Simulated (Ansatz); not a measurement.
Molecule: C$_{5}$H$_{11}$BO$_{2}$, net charge 0, singlet state. 
Structure (B3LYP-D3(BJ)/def2-TZVP (Ansatz, a program for electronic structure) minimum search):
SMILES: O(C)B(OC)CC=C
```xyz
19

C      2.7267    -0.9700    -0.9512
C      1.5277    -1.3093    -0.4921
C      0.8885    -0.7635     0.7526
B     -0.2711     0.2645     0.4108
O     -1.4810    -0.0735    -0.1277
C     -1.8655    -1.3969    -0.4562
O     -0.0359     1.5814     0.6598
C     -1.0044     2.5768     0.3438
H      3.3581    -0.2659    -0.4212
H      3.1178    -1.3839    -1.8717
H      0.9372    -2.0184    -1.0662
H      0.4915    -1.5915     1.3517
H      1.6359    -0.2511     1.3601
H     -1.4184    -2.1320     0.2163
H     -1.5750    -1.6321    -1.4823
H     -2.9502    -1.4612    -0.3759
H     -1.2205     2.5860    -0.7262
H     -1.9364     2.4032     0.8848
H     -0.5876     3.5386     0.6378
```
Charge 0, spin multiplicity 1.

Parts of the frozen-core correlation energy in aug-cc-pVDZ (Ansatz, hartree). Frozen orbitals: 8; correlated occupied orbitals by spin: 23 and 23; virtual: 252 and 252. Spin-orbit coupling is left out. Non-relativistic.

```json
[
 {"term": "reference (HF)", "value": "-370.26815"},
 {"term": "MP2 opposite-spin", "value": "-0.90164"},
 {"term": "MP2 same-spin", "value": "___"},
 {"term": "CCSD correlation", "value": "___"},
 {"term": "(T)", "value": "___"},
 {"term": "T1 diagnostic", "value": "0.013"},
 {"term": "largest doubles amplitude", "value": "0.026"}
]
```

Complete the blanks.


- MP2 same-spin, value: -0.29383
- CCSD correlation, value: -1.27101
- (T), value: -0.04431
